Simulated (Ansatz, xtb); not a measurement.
# Relaxing a trial structure of CH6FNSn

The starting geometry of this gas-phase singlet was built from a drawn formula by distance geometry and a force field; its bonds are those of `F[CH-][NH2+][SnH3]`.

```yaml
atoms:
  - { symbol: C, position_ang: [1.3108, -2.8585, 0.1237] }
  - { symbol: F, position_ang: [0.8229, -4.0082, -0.4225] }
  - { symbol: N, position_ang: [0.2708, -1.8877, 0.2897] }
  - { symbol: Sn, position_ang: [1.0514, -0.2180, 1.2203] }
  - { symbol: H, position_ang: [2.1064, -2.4264, -0.6378] }
  - { symbol: H, position_ang: [-0.2159, -1.6236, -0.6156] }
  - { symbol: H, position_ang: [-0.4930, -2.2957, 0.9229] }
  - { symbol: H, position_ang: [-0.2622, 0.9533, 1.4827] }
  - { symbol: H, position_ang: [2.2438, 0.4760, 0.2194] }
  - { symbol: H, position_ang: [1.7292, -0.6637, 2.7793] }
```

Q: Predict what becomes of its bonds when it is optimised with r2SCAN-D4/def2-SVP.

A: It rearranges to `N[C@H](F)[SnH3]`. Contacts that open: N3–Sn4 (2.06 → 2.99 Å). Contacts that close: C1–Sn4 (2.87 → 2.19 Å).

The energy falls by 3.18 eV over 22 steps:

```tsv
step	E − E(last) (eV)
1	3.182
3	2.422
6	1.417
8	0.480
10	0.124
13	0.027
15	0.010
17	0.001
20	0.000
22	0.000
```

Final geometry (Å):

```xyz
10

C     0.9898   -2.1734    0.1566
F     0.8464   -3.2694    1.0502
N    -0.1736   -1.8993   -0.5838
Sn    1.5467   -0.4429    1.3736
H     1.8045   -2.4542   -0.5320
H    -0.4479   -2.6719   -1.1925
H    -0.9687   -1.6507    0.0029
H     0.0972    0.0950    2.1191
H     2.1873    0.8116    0.3977
H     2.6825   -0.8973    2.5703
```

From the same start GFN2-xTB reaches the same bonding as this run.

No frequencies were run, so the end isn't proven a minimum. Atoms past krypton carry core potentials, without spin–orbit terms. Run with Ansatz 0.2.0, 43 s on 2 threads of Arm Neoverse V2 (shared host).
